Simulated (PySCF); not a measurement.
An unknown shows these calculated signals:

¹H NMR (300 MHz, computed): δ 5.75 (d, 1H), 5.02 (s, 3H), 3.32 (s, 3H), 1.66 (m, 1H), 0.82 (m, 2H), 0.48 (m, 2H).

¹³C{¹H} NMR (computed): δ 142.5 (CH), 49.8 (CH3), 15.4 (CH), 10.1 (CH2).

Theoretical values (PySCF 2.14.0 with density-fitted response routines): shieldings: GIAO PBE0/pcSseg-1, GFN2-xTB geometry. Gas phase, non-relativistic, averaged over atoms made equivalent by symmetry, fast rotation or ring inversion, single conformer.

Shifts are taken against calculated references (same method and geometry level): ¹H (31.72 ppm) and ¹³C (186.93 ppm) against TMS.

Task: Which of these does the molecule contain: an aldehyde, a three-membered ring, a vinyl group CH=CH2, an N-methyl group, a Si–H bond, a C≡C triple bond?

Result: 
- An aldehyde: no.
- A three-membered ring: yes.
- A vinyl group CH=CH2: no.
- An N-methyl group: yes (δC 49.8; δH 3.32 (s)).
- A Si–H bond: yes (δH 5.02 (s)).
- A C≡C triple bond: no.

The data belong to SMILES CN([SiH3])/N=C\C1CC1, C$_{5}$H$_{12}$N$_{2}$Si; they needn't prove each group on their own.

Carbon signals by region: 1 in the sp2 and nitrile region (100–160 ppm), 3 below 50 ppm.

Shifts are as computed. Against solution values, carbons near 30 ppm lie about +3 ppm off and those near 130 ppm about +5 ppm. Of 1211 compounds with measured shifts, 218 miss one by over three times the rms of a fit or turn the order of signals round; such compounds aren't used in these exercises. No couplings were computed; multiplicities are counted from neighbouring protons, with m where these are inequivalent, close in shift, in a saturated or five-membered ring or joined by F or P, and br s for small geminal =CH2 splittings.
